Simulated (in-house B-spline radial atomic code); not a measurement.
Computed with a B-spline radial atomic code. Model: two electrons, singlet ground state, non-relativistic, full CI in B-splines with partial waves to l = 8 (at full coupling up to 3e-4 hartree above the limit, correlation up to 0.6 % small), density held at that of full coupling by Lieb maximisation.

W(λ) is the mean repulsion in the state of coupling λ less the Hartree energy of the fixed density. Its start is exact exchange, its initial slope is twice the second-order Görling-Levy correlation energy, and its area from 0 to 1 is E_xc. A straight curve means weak, dynamic correlation, and a curve that drops fast and flattens means strong correlation.

Command:
```bash
python run_ac.py task.json out
```
Settings (lengths in bohr, energies in hartree):
```
potential              yukawa
strength               4.17
lmax                   8
second                 1.65
```

Time taken, with all properties: 14 s on 1 thread of Intel(R) Xeon(R) Processor @ 2.30GHz (shared host).

**W = mean repulsion less Hartree energy, and W of three functionals.**

Given: confinement screened point charge; nuclear charge 4.17; screening of the nucleus 1.65 1/bohr; external potential -Z exp(-k r)/r.

Computed: LDA exchange minus exact 278.28 millihartree; SCAN exchange minus exact -15.681 millihartree.

| coupling | W xc (hartree) | W xc minus exchange (millihartree) | kinetic minus Kohn-Sham (millihartree) | LDA (PW92) W minus its exchange (millihartree) | PBE W minus its exchange (millihartree) | SCAN W minus its exchange (millihartree) |
| --- | --- | --- | --- | --- | --- | --- |
| 0 | -2.0528 | 0 | 0 | 0 | 0 | 0 |
| 0.02 | -2.0548 | -1.968 | 0 | -13.51 | -1.7 | -1.82 |
| 0.05 | ? | ? | ? | ? | ? | ? |
| 0.12 | -2.0645 | -11.675 | 0.7 | -55.49 | -10.35 | -10.65 |
| 0.25 | -2.0768 | -23.969 | 3 | -95.05 | -21.67 | -21.66 |
| 0.4 | -2.0905 | -37.717 | 7.4 | -132.03 | -34.6 | -33.82 |
| 0.6 | -2.1082 | -55.354 | 16.2 | -173.31 | -51.49 | -49.27 |
| 0.8 | -2.1251 | -72.244 | 28 | -208.71 | -67.89 | -63.97 |
| 1 | -2.1412 | -88.43 | 42.6 | -240.02 | -83.76 | -77.99 |
| 1.4 | -2.1717 | -118.85 | 79 | -293.99 | -113.91 | -104.27 |
| 2 | -2.213 | -160.14 | 149 | -360.4 | -155.37 | -139.92 |
| 3 | -2.2721 | -219.27 | 295.9 | -447.22 | -215.77 | -191.42 |
| 4.5 | ? | ? | ? | ? | ? | ? |
| 7 | -2.4306 | -377.74 | 1055.6 | -660 | -385.77 | -335.56 |
| 10 | -2.5031 | -450.25 | 1665.3 | -756.46 | -469.93 | -406.19 |

Q: What belongs in the row 0.05?

A: W xc (hartree): -2.0577; W xc minus exchange (millihartree): -4.903; kinetic minus Kohn-Sham (millihartree): 0.1; LDA (PW92) W minus its exchange (millihartree): -28.25; PBE W minus its exchange (millihartree): -4.28; SCAN W minus its exchange (millihartree): -4.51.

Q: What belongs in the row 4.5?

A: W xc (hartree): -2.3434; W xc minus exchange (millihartree): -290.54; kinetic minus Kohn-Sham (millihartree): 560.9; LDA (PW92) W minus its exchange (millihartree): -544.77; PBE W minus its exchange (millihartree): -290.44; SCAN W minus its exchange (millihartree): -254.83.

Q: What is the PBE exchange minus exact?

A: 13.793 millihartree.

**Energy parts, natural occupations and partial-wave weights.**

Computed: total energy -4.8259 hartree; exchange energy -2.0528 hartree; kinetic part of the DFT correlation energy 0.042603 hartree; initial slope twice GL2 -0.098623 hartree; Hartree energy 4.1056 hartree; Kohn-Sham kinetic 11.806 hartree; Lieb Oxford ratio E_xc over LDA exchange 1.1826.

```
natural  occupation of the shell (electrons)
      s                                1.995
      s                                    ?
      p                            0.0020805
      d                           0.00010552
      p                           9.2012e-05
      s                           5.8703e-05
```

Q: What belongs in the row s?

A: occupation of the shell (electrons): 0.0025737.

```
wave      weight
   s     0.99884
   p   0.0010914
   d           ?
   f  8.7793e-06
   g  2.0624e-06
```

Q: What belongs in the row d?

A: weight: 6.0285e-05.

Q: What is the correlation energy?

A: -0.045827 hartree.

Q: What is the kinetic part over minus potential part?

A: 0.48177.

Half-way to full coupling W has made 53 % of its drop, against 50 % for a straight line, and second-order (GL2) theory, half the initial slope, overshoots the correlation energy by about 8 %: correlation is weak here. Over couplings 0 to 1 the errors in E_xc come to about +180 millihartree for LDA, +17 millihartree for PBE, -11 millihartree for SCAN, so SCAN is nearest. In LDA and SCAN the errors of exchange and correlation have opposite signs, so the sum is smaller than the larger of the two.
